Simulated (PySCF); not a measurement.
Compound: C7H6N2.
Cartesian coordinates in Å at the GFN2-xTB level; atoms count from 1:
```
atom  x, y, z in Å
C1    -1.1926    2.8496    0.3117
C2    -0.4251    1.9308    0.2090
C3     0.4738    0.8624    0.0881
C4     1.8449    0.8629   -0.0960
C5     2.1916   -0.4939   -0.1433
N6     1.1339   -1.2652   -0.0016
N7     0.0905   -0.4506    0.1389
C8    -1.2033   -0.9177    0.3125
C9    -1.5108   -2.2050    0.3526
H10   -1.8543    3.6583    0.4006
H11    2.4880    1.7143   -0.1817
H12    3.1629   -0.9279   -0.2741
H13   -1.9326   -0.1251    0.4113
H14   -2.5249   -2.5307    0.4890
H15   -0.7464   -2.9542    0.2488
```

The geometry is computed with GFN2-xTB (gas phase).

Take the most abundant isotopes and a rigid rotor. The values belong to one conformer with, in the numbering `[CH:1]#[C:2][c:3]1[cH:4][cH:5][n:6][n:7]1[CH:8]=[CH2:9]`, N6–N7–C8–C9 0°.

**Question.** What are A, B and C (cm⁻¹)?

**Answer.** Ia = 214.58, Ib = 288.86, Ic = 503.43 u·Å²; 505379 MHz·u·Å²/I gives 2355, 1750 and 1004 MHz, that is A = 0.07856, B = 0.05836, C = 0.03349 cm⁻¹.

**Question.** Classify the top.

**Answer.** An asymmetric top. Ray's parameter κ = (2B − A − C)/(A − C) = 0.104; −1 is the prolate and +1 the oblate limit.

**Question.** What does the inertial defect say?

**Answer.** Planar: Δ = Ic − Ia − Ib = 0.00 u·Å². For a rigid frame Δ = −2 Σ m c², so it vanishes when all atoms lie in the ab plane; here none is more than 0.01 Å from it.

**Question.** Where do the levels up to J = 2 lie, in MHz?

**Answer.** Above 0(0,0):
J = 1: 1(0,1) 2753, 1(1,1) 3359, 1(1,0) 4105
J = 2: 2(0,2) 7873, 2(1,2) 8120, 2(1,1) 10357, 2(2,1) 12174, 2(2,0) 12562
The levels of one J sum to (2J + 1)J(J + 1)(A + B + C)/3.

No GFN2-xTB frequencies stand behind this structure, so it isn't proved a minimum. Constants of a rigid frame at the computed geometry: no zero-point averaging, no centrifugal distortion.
